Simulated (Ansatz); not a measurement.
Consider the silylene formation by 1,1-elimination: `O[SiH](F)S[SiH2]Cl` → `O[Si]F` + `S[SiH2]Cl`.

Gas-phase electronic energies from Ansatz, PBE0-D4/def2-TZVP geometries. CCSD(T)/CBS adds triple-zeta CCSD(T) − MP2 to the extrapolated MP2 energy (def2 sets, frozen cores). This one scheme is used for every species. DFT in def2-TZVPP. B3LYP here is the variant with VWN-RPA as its local correlation; programs differ in this. Each species was taken in one conformer, which may not be the lowest.

| level | ΔE (kcal/mol) |
| --- | --- |
| B3LYP-D4 | 47.6 |
| ωB97X-V | 51.1 |
| ωB97M-V | 47.1 |
| PBE | 44.5 |
| MP2/def2-TZVPP | 52.8 |
| CCSD/def2-TZVPP | 47.8 |
| CCSD(T)/def2-TZVPP | 48.4 |
| HF/def2-QZVPP | 47.8 |

Problem. What does CCSD(T)/CBS give? (Best estimate.)

Solution. The calculation gave: +50.3 kcal/mol. The listed levels differ from it by -2.7, 0.8, -3.2, -5.8, 2.5, -2.5, -1.9, -2.5 kcal/mol.

Largest T1 diagnostic among the species: 0.015.

From PBE to PBE0 (25 % exact exchange), in def2-TZVPP and without D4, ΔE moves by +4.6 kcal/mol. The D4 term adds +5.4 kcal/mol with B3LYP and +2.9 kcal/mol with PBE0; it sums over pairs of atoms, weighted by their polarisabilities, and B3LYP, whose exchange is more repulsive, gets the larger term.
